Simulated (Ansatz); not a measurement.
Reaction (ligand exchange at the Si–C bond): `OC[SiH2]S` + `N[SiH3]` → `[SiH3]N[SiH2]S` + CH₃OH

Computed with Ansatz on PBE0-D4/def2-TZVP structures; ΔE is electronic, products minus reactants. CCSD(T)/CBS adds triple-zeta CCSD(T) − MP2 to the extrapolated MP2 energy (def2 sets, frozen cores). This one scheme is used for every species. DFT in def2-TZVPP. B3LYP here is the variant with VWN-RPA as its local correlation; programs differ in this. Each species was taken in one conformer, which may not be the lowest.

`OC[SiH2]S`:

Cartesian coordinates in Å:
```
O 0.024 -0.890 -1.334
C 0.853 -0.243 -0.380
Si -0.251 0.896 0.640
S -1.797 -0.245 1.567
H 0.553 -1.513 -1.837
H 1.342 -0.962 0.291
H 1.642 0.353 -0.862
H -0.801 1.960 -0.239
H 0.533 1.515 1.739
H -2.098 -0.871 0.415
```

`N[SiH3]`:

Cartesian coordinates in Å:
```
N -0.381 -0.674 -0.734
Si 0.277 0.473 0.367
H -1.377 -0.708 -0.881
H 0.019 -1.597 -0.790
H -0.305 1.801 0.045
H 0.017 0.213 1.815
H 1.751 0.492 0.179
```

`[SiH3]N[SiH2]S`:

Cartesian coordinates in Å:
```
Si -1.141 1.297 -0.484
N 0.214 0.236 -0.646
Si 0.491 -1.282 0.109
S 2.246 -1.324 1.330
H -2.050 0.701 0.527
H -0.712 2.650 -0.037
H -1.876 1.463 -1.767
H 0.968 0.570 -1.232
H 0.771 -2.365 -0.868
H -0.729 -1.577 0.896
H 1.818 -0.368 2.172
```

CH₃OH:

Cartesian coordinates in Å:
```
C -0.059 0.013 0.351
O -0.375 0.078 -1.021
H -0.979 0.214 0.901
H 0.684 0.765 0.645
H 0.306 -0.977 0.650
H 0.422 -0.094 -1.525
```

```csv
level,ΔE (kJ/mol),difference from CCSD(T)/CBS
PBE-D4,-71.7,9.0
r2SCAN-D4,-77.6,3.1
B3LYP-D4,-80.1,0.6
ωB97M-V,-76.7,4.0
PBE,-70.1,10.6
r2SCAN,-77.0,3.7
B3LYP,-77.5,3.2
HF/def2-TZVPP,-88.4,-7.7
MP2/def2-TZVPP,-82.9,-2.2
SCS-MP2/def2-TZVPP,-84.0,-3.3
CCSD/def2-TZVPP,-81.4,-0.7
CCSD(T)/def2-TZVPP,-80.7,0.0
HF/def2-QZVPP,-89.5,-8.8
MP2/def2-QZVPP,-83.2,-2.5
MP2/CBS(def2),-82.8,-2.1
CCSD/CBS(def2),-81.4,-0.7
CCSD(T)/CBS,-80.7,0
```

Largest T1 diagnostic among the species: 0.011.

In def2-TZVPP, CCSD(T) changes the Hartree–Fock value by +7.7 kJ/mol (the triples alone add +0.7 kJ/mol) and MP2 by +5.6 kJ/mol. From PBE to PBE0 (25 % exact exchange), in def2-TZVPP and without D4, ΔE moves by −3.9 kJ/mol.
